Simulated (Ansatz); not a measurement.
Mulliken charges of `[OH][Ga]([F])[Br]` from PBE/def2-TZVPP in Ansatz (PBE0-D4/def2-TZVP geometry).

| atom | x (Å) | y (Å) | z (Å) | charge (e) |
| --- | --- | --- | --- | --- |
| O1 | -0.470 | -1.253 | 0.477 | -0.326 |
| Ga2 | 0.027 | 0.197 | -0.392 | 0.639 |
| F3 | -0.317 | 0.241 | -2.091 | -0.307 |
| Br4 | 1.064 | 1.967 | 0.552 | -0.197 |
| H5 | -0.255 | -1.225 | 1.413 | 0.192 |

By hand: the dipole of these point charges (1 e Å = 4.8032 D).

Σ q r = (0.009, -0.162, 0.398) e Å, of length 0.430 e Å = 2.07 D.

How does the dipole of the full density compare? (An estimate is asked.)

The calculation gave: (0.093, -0.010, 0.459) e Å, 2.25 D; the point charges give 0.92 times that, at 23° from its direction.

Point charges leave out the atoms' own dipoles, such as those of lone pairs, and Mulliken's split depends on the basis, so the two needn't agree.
